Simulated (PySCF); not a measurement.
**Dipole response of O⁻ (oxygen, charge -1)**

[He] 2s2 2p5, 2P determinant. Calculation: PySCF 2.14, in aug-cc-pwCVQZ (9s8p6d4f2g, 109 functions); no relativity, point nucleus. Coupled (time-dependent) response in atomic units; α is the mean over directions.

```json
{"method": "UHF", "mean α (bohr³)": "13.99", "α xx, yy, zz": "9.922, 16.03, 16.03", "C₆ (like pair)": "65.54", "S(−4)": "131.8"}
```

S(−4) is the Cauchy moment in α(ω) = α(0) + S(−4) ω² + …

α(iu) at UHF:

| u (hartree) | α(iu) (bohr³) |
| --- | --- |
| 0 | 13.99 |
| 0.0500 | 13.68 |
| 0.100 | 12.88 |
| 0.200 | 10.82 |
| 0.300 | 8.974 |
| 0.500 | 6.298 |
| 0.750 | 4.240 |
| 1.00 | 3.012 |
| 1.50 | 1.735 |
| 2.00 | 1.129 |
| 3.00 | 0.5900 |
| 5.00 | 0.2461 |

For an ion, C₆ is the dispersion term alone; charge-induced terms of lower order in 1/R come first.

The components differ because the open shell of this determinant is not spherical; for a pure term their mean is the scalar polarisability.
